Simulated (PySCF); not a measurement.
C₃H₅BN₂, SMILES C1N=CB(N)C=1.

Coordinates come from a PBE-D3(BJ)/def2-SVP optimisation. The structure was generated by enumeration, and PubChem lists no compound with its InChIKey, so it may never have been made. The values are those of a single conformer.

These are TDA-ωB97X/def2-SVPD in PySCF values and carry that method's errors.

Vertical excitations.  State labels are in the subgroup Cs.

Computed lowest excited states:
| state | symmetry | energy (eV) | λ (nm) | f | main pairs |
|---|---|---|---|---|---|
| S1 | A" | 3.39 | 365 | 0.000 | HOMO−1→LUMO 97 % |
| S2 | A' | 3.87 | 320 | 0.039 | HOMO→LUMO 97 % |
| S3 | A" | 5.71 | 217 | 0.000 | HOMO−3→LUMO 97 % |
| S4 | A' | 6.74 | 184 | 0.259 | HOMO−2→LUMO 85 % |
| S5 | A" | 6.92 | 179 | 0.000 | HOMO−4→LUMO 88 % |
| S6 | A" | 7.07 | 175 | 0.004 | HOMO→LUMO+1 80 %, HOMO→LUMO+2 13 % |
| S7 | A" | 7.40 | 168 | 0.001 | HOMO−1→LUMO+4 77 % |
| S8 | A' | 7.69 | 161 | 0.084 | HOMO−1→LUMO+1 37 %, HOMO→LUMO+4 24 %, HOMO−5→LUMO 23 % |
| S9 | A' | 7.75 | 160 | 0.058 | HOMO−1→LUMO+1 43 %, HOMO−5→LUMO 24 %, HOMO→LUMO+4 17 % |
| S10 | A" | 7.83 | 158 | 0.038 | HOMO→LUMO+2 68 %, HOMO−2→LUMO+1 10 % |
| T1 | A' | 2.24 | 555 | 0 | HOMO→LUMO 94 % |
| T2 | A" | 2.81 | 442 | 0 | HOMO−1→LUMO 94 % |
| T3 | A' | 4.61 | 269 | 0 | HOMO−2→LUMO 46 %, HOMO→LUMO+4 26 %, HOMO−5→LUMO 21 % |
| T4 | A" | 5.20 | 238 | 0 | HOMO−3→LUMO 94 % |
Triplets are in the Tamm–Dancoff approximation.
